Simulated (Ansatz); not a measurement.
Cartesian coordinates in Å:
```
F -1.063 1.218 -0.572
C 0.068 0.586 -0.182
B 0.076 -0.907 0.036
O -0.089 -0.101 1.090
H 0.907 1.274 -0.195
H 0.100 -2.069 -0.176
```

Total charge 0; spin multiplicity 1.

Task: List the B3LYP/def2-TZVPP orbital energies in eV (Ansatz). (An estimate is asked.)

Result: The calculation gave: Occupied: -671.93, -522.07, -280.28, -185.02, -33.55, -29.72, -18.36, -15.20, -14.77, -14.10, -12.41, -11.80, -10.70, -10.27, -8.13. Lowest empty: -1.26, 1.06, 1.39, 1.86, 2.30, 2.79, 3.33, 4.01.

B3LYP here is the variant with VWN-RPA as its local correlation; programs differ in this.
